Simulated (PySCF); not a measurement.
Structure elucidation problem

The spectra below were simulated for a compound C3F4O2.

$^{13}$C{$^{1}$H} NMR (computed): δ 158.9, 112.5.

PySCF 2.14 calculation with structure optimised with GFN2-xTB and GIAO PBE0/pcSseg-1 shieldings; a single conformation, no solvent model, non-relativistic, fast rotation and ring inversion assumed for equivalent nuclei.

δ = σ(ref) − σ, references computed at the same level: TMS for $^{13}$C (186.93 ppm).

Deduce the structure.

Results:


- Rings plus π bonds: 2 (no ring in the answer).
- 2 carbon signals for 3 carbons: some carbons are equivalent by symmetry or fast rotation.
- Carbon types of the structure: 3 × C.
- δC 158.9: carbonyl carbon.
- δC 112.5: fully substituted sp3 carbon bonded to 2 F, α to a carbonyl; 2 electronegative neighbours deshield it.

Structure: `O=C(F)C(F)(F)C(=O)F`.

The data come from this structure; uniqueness wasn't tested.

Splittings by $^{19}$F in the carbon and heteronuclear signals aren't shown, as no couplings were computed. Shifts are as computed. Against solution values, carbons near 30 ppm lie about +3 ppm off and those near 130 ppm about +5 ppm. Of 1211 compounds with measured shifts, 218 miss one by over three times the rms of a fit or turn the order of signals round; such compounds aren't used in these exercises.
